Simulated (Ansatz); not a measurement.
`C[CH2][SnH3]` + `O[Si]Br` → `CO[Si]Br` + `[CH3][SnH3]`  (substitution at a C–C bond)

Computed with Ansatz on PBE0-D4/def2-TZVP structures; ΔE is electronic, products minus reactants. CBS: MP2 limit from def2 TZ/QZ plus the TZ coupled-cluster correction, frozen cores. Functionals use def2-TZVPP. B3LYP here is the variant with VWN-RPA as its local correlation; programs differ in this. HSE06 is defined as in plane-wave codes. def2 core potentials past Kr. For Br, Sn outer-core shells are correlated without core-valence functions, which leaves a few kJ/mol of doubt a bond. Scalar relativity is left out up to krypton. Each species was taken in one conformer, which may not be the lowest.

```json
{"level": "LDA (SPW92)", "ΔE (kcal/mol)": "8.6", "difference from CCSD(T)/CBS": "-0.8"}
{"level": "PBE-D4", "ΔE (kcal/mol)": "8.4", "difference from CCSD(T)/CBS": "-1.0"}
{"level": "revPBE-D4", "ΔE (kcal/mol)": "8.5", "difference from CCSD(T)/CBS": "-0.9"}
{"level": "r2SCAN-D4", "ΔE (kcal/mol)": "8.3", "difference from CCSD(T)/CBS": "-1.1"}
{"level": "B97M-V", "ΔE (kcal/mol)": "8.2", "difference from CCSD(T)/CBS": "-1.2"}
{"level": "PBE0-D4", "ΔE (kcal/mol)": "8.9", "difference from CCSD(T)/CBS": "-0.5"}
{"level": "B3LYP-D4", "ΔE (kcal/mol)": "7.3", "difference from CCSD(T)/CBS": "-2.1"}
{"level": "r2SCANh-D4", "ΔE (kcal/mol)": "8.5", "difference from CCSD(T)/CBS": "-0.9"}
{"level": "r2SCAN0-D4", "ΔE (kcal/mol)": "8.8", "difference from CCSD(T)/CBS": "-0.6"}
{"level": "HSE06-D4", "ΔE (kcal/mol)": "8.9", "difference from CCSD(T)/CBS": "-0.5"}
{"level": "BHLYP-D4", "ΔE (kcal/mol)": "7.4", "difference from CCSD(T)/CBS": "-2.0"}
{"level": "CAM-B3LYP-D4", "ΔE (kcal/mol)": "7.3", "difference from CCSD(T)/CBS": "-2.1"}
{"level": "ωB97M-V", "ΔE (kcal/mol)": "8.7", "difference from CCSD(T)/CBS": "-0.7"}
{"level": "B2PLYP", "ΔE (kcal/mol)": "8.0", "difference from CCSD(T)/CBS": "-1.4"}
{"level": "PBE-QIDH", "ΔE (kcal/mol)": "9.4", "difference from CCSD(T)/CBS": "0.0"}
{"level": "PBE", "ΔE (kcal/mol)": "8.4", "difference from CCSD(T)/CBS": "-1.0"}
{"level": "revPBE", "ΔE (kcal/mol)": "8.4", "difference from CCSD(T)/CBS": "-1.0"}
{"level": "r2SCAN", "ΔE (kcal/mol)": "8.3", "difference from CCSD(T)/CBS": "-1.1"}
{"level": "PBE0", "ΔE (kcal/mol)": "8.9", "difference from CCSD(T)/CBS": "-0.5"}
{"level": "B3LYP", "ΔE (kcal/mol)": "7.3", "difference from CCSD(T)/CBS": "-2.1"}
{"level": "r2SCANh", "ΔE (kcal/mol)": "8.5", "difference from CCSD(T)/CBS": "-0.9"}
{"level": "r2SCAN0", "ΔE (kcal/mol)": "8.8", "difference from CCSD(T)/CBS": "-0.6"}
{"level": "HSE06", "ΔE (kcal/mol)": "8.9", "difference from CCSD(T)/CBS": "-0.5"}
{"level": "BHLYP", "ΔE (kcal/mol)": "7.4", "difference from CCSD(T)/CBS": "-2.0"}
{"level": "CAM-B3LYP", "ΔE (kcal/mol)": "7.4", "difference from CCSD(T)/CBS": "-2.0"}
{"level": "LC-ωPBE", "ΔE (kcal/mol)": "8.8", "difference from CCSD(T)/CBS": "-0.6"}
{"level": "RPA@PBE/def2-TZVPP", "ΔE (kcal/mol)": "8.3", "difference from CCSD(T)/CBS": "-1.1"}
{"level": "HF/def2-SVP", "ΔE (kcal/mol)": "5.4", "difference from CCSD(T)/CBS": "-4.0"}
{"level": "MP2/def2-SVP", "ΔE (kcal/mol)": "8.7", "difference from CCSD(T)/CBS": "-0.7"}
{"level": "CCSD/def2-SVP", "ΔE (kcal/mol)": "7.7", "difference from CCSD(T)/CBS": "-1.7"}
{"level": "CCSD(T)/def2-SVP", "ΔE (kcal/mol)": "7.7", "difference from CCSD(T)/CBS": "-1.7"}
{"level": "HF/def2-TZVPP", "ΔE (kcal/mol)": "6.8", "difference from CCSD(T)/CBS": "-2.6"}
{"level": "MP2/def2-TZVPP", "ΔE (kcal/mol)": "10.0", "difference from CCSD(T)/CBS": "0.6"}
{"level": "SCS-MP2/def2-TZVPP", "ΔE (kcal/mol)": "9.0", "difference from CCSD(T)/CBS": "-0.4"}
{"level": "CCSD/def2-TZVPP", "ΔE (kcal/mol)": "9.0", "difference from CCSD(T)/CBS": "-0.4"}
{"level": "CCSD(T)/def2-TZVPP", "ΔE (kcal/mol)": "9.0", "difference from CCSD(T)/CBS": "-0.4"}
{"level": "HF/def2-QZVPP", "ΔE (kcal/mol)": "6.7", "difference from CCSD(T)/CBS": "-2.7"}
{"level": "MP2/def2-QZVPP", "ΔE (kcal/mol)": "10.2", "difference from CCSD(T)/CBS": "0.8"}
{"level": "SCS-MP2/def2-QZVPP", "ΔE (kcal/mol)": "9.2", "difference from CCSD(T)/CBS": "-0.2"}
{"level": "CCSD/CBS(def2)", "ΔE (kcal/mol)": "9.4", "difference from CCSD(T)/CBS": "0.0"}
{"level": "CCSD(T)/CBS", "ΔE (kcal/mol)": "9.4", "difference from CCSD(T)/CBS": "0"}
```

Largest T1 diagnostic among the species: 0.012.

At CCSD(T), def2-SVP lies −1.7 kcal/mol from the extrapolated value and def2-TZVPP −0.4 kcal/mol. Leaving LDA and LC-ωPBE aside and taking each functional with its dispersion term where it has one, the values, not all of them listed here, spread over 2.6 kcal/mol, from BLYP-D4 to PBE-QIDH. In def2-TZVPP, CCSD(T) changes the Hartree–Fock value by +2.2 kcal/mol (the triples alone add −0.0 kcal/mol) and MP2 by +3.2 kcal/mol.
